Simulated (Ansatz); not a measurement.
Species: CH₄Al (charge +1, singlet). It need not be the lowest isomer of its formula. 
Coordinates optimised at B3LYP-D3(BJ)/def2-TZVP (Ansatz, a quantum-chemistry and plane-wave program):
```
C
H 1 1.0932
H 1 1.0932 2 108.94
H 1 1.0932 2 108.94 3 118.73
Al 1 1.9063 2 109.99 3 -120.64
H 5 1.5534 2 155.75 1 180.00
```
Charge +1, spin multiplicity 1.

Basis-set convergence of Hartree-Fock and MP2 correlation energies (hartree) with Ansatz. Cores are frozen in the correlated levels unless marked. No spin-orbit coupling. Non-relativistic.

```csv
basis,functions,E(HF),"E(corr, MP2)"
def2-SVP,52,-281.73714,-0.19407
def2-TZVPP,129,-281.86610,-0.23636
def2-QZVPP,247,-281.87492,-0.25169
```

Extrapolating the two largest sets (X = 3 and 4) as X^-3: E(corr) = (64·(-0.25169) - 27·(-0.23636))/37 = -0.2629 Eh, an estimate of the basis-set limit. The largest set recovers 95.7 % of it, the smallest 73.8 %.
